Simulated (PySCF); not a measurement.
WO2Cl2, SMILES [O]=[W](=[O])([Cl])[Cl], multiplicity 1.

Geometry optimised at PBE-D3(BJ)/def2-SVP. The multiplicity is an assumed one; no other spin state was optimised. The isomer is the one that the SMILES or the coordinates give; other isomers of the formula were not compared. The def2 effective core potentials stand for the cores of W; spin–orbit coupling is left out.

Computed with PBE/def2-TZVP (PySCF).

Symmetry labels are those of the subgroup C2v that the program uses (full group C2v).

Question: List the valence orbital energies around the gap with their symmetry. (The exact figures need the calculation; the answer reports its results.)

Answer: 
```
orbital  symmetry  energy (eV)
-------  --------  -----------
HOMO−7         A2       -10.72
HOMO−6         A1       -10.25
HOMO−5         B1        -9.44
HOMO−4         A1        -8.99
HOMO−3         B2        -8.98
HOMO−2         B1        -8.71
HOMO−1         A2        -8.64
HOMO           B2        -8.09
LUMO           A1        -4.11
LUMO+1         A2        -3.48
LUMO+2         B1        -3.01
LUMO+3         A1        -1.83
```
